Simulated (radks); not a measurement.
The molybdenum ion Mo+ inside a hard spherical wall (all orbitals vanish at R), configuration held at [Kr] 4d5 and not refilled when levels cross. Method: scalar-relativistic Kohn-Sham, PBE, spin-unpolarised, spherical densities, finite nucleus; Fermi nuclear charge, rms radius 4.4091 fm; computed with a radial shooting solver on a logarithmic mesh with Libxc functionals. Eigenvalues in eV, with the zero of energy where the potential of the charges vanishes at infinity; a dash marks a level that is unbound or too diffuse for the functional's potential to be trusted. A positive occupied level is held by the wall or, in an anion where self-interaction has pushed it up, behind a barrier. The pressure on the wall is -dE/dV.

R (bohr),E (hartree),kinetic (hartree),e(3d),e(4s),e(4p),e(4d),"e(5s, empty)","e(5p, empty)",pressure (GPa)
free,-4048.30912,4174.020,-227.66,-71.112,-45.289,-10.414,-9.828,-5.907,0
8,-4048.30865,4174.025,-227.62,-71.072,-45.250,-10.379,-9.766,-5.642,0.0262
7,-4048.30700,4174.039,-227.51,-70.971,-45.153,-10.292,-9.608,-5.229,0.151
6,-4048.29986,4174.089,-227.17,-70.657,-44.851,-10.014,-9.092,-4.190,0.881
5,-4048.26918,4174.264,-226.16,-69.750,-43.986,-9.178,-7.452,-1.486,5.48
3.5,-4047.91437,4175.871,-220.11,-64.776,-39.268,-3.818,4.772,15.175,125
2,-4040.03331,4207.346,-173.29,-29.708,-1.563,44.334,131.03,156.28,12200
